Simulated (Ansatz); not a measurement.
A structure relaxed at PBE0-D4/def2-TZVP, charge 0, multiplicity 1:

```xyz
5

O     0.532    0.943    1.139
In    0.082   -0.311   -0.299
Cl   -2.089   -0.430   -1.070
Cl    1.712   -1.646   -1.198
H    -0.236    1.444    1.428
```

Task: Give its formula and SMILES.

Result: Cl2HInO, `[OH][In]([Cl])[Cl]`.

Task: Point group (tolerance 0.08 Å, 0.16 Å for H)?

Result: Cs.

Task: Summarise the bond lengths by kind.

Result: 1 × In–O 1.961 Å; 1 × H–O 0.962 Å; 2 × Cl–In 2.290 to 2.307 Å.

Computed with Ansatz.
